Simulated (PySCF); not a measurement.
Level of theory: TPSS-D3(BJ)/def2-TZVP // TPSS-D3(BJ)/def2-SVP in PySCF. All species are isolated molecules in the gas phase. 

Reference species: [Ti(F)3] (neutral, multiplicity 2).

The mean distance from the central atom to its bonded neighbours is 1.763 Å. The spin population on the central atom (Mulliken) is 1.04. The dipole moment comes out as 0.07 D.

After one change: the mean distance from the central atom to its bonded neighbours increases by 0.123 Å; the spin population on the central atom (Mulliken) falls by 0.38; the dipole moment goes up by 2.52 D.

Question: Which change was made? The new species is one of these.
(A) [Pt(F)3]
(B) [Zr(F)3]
(C) [Hf(F)3]

Answer: A, [Pt(F)3]
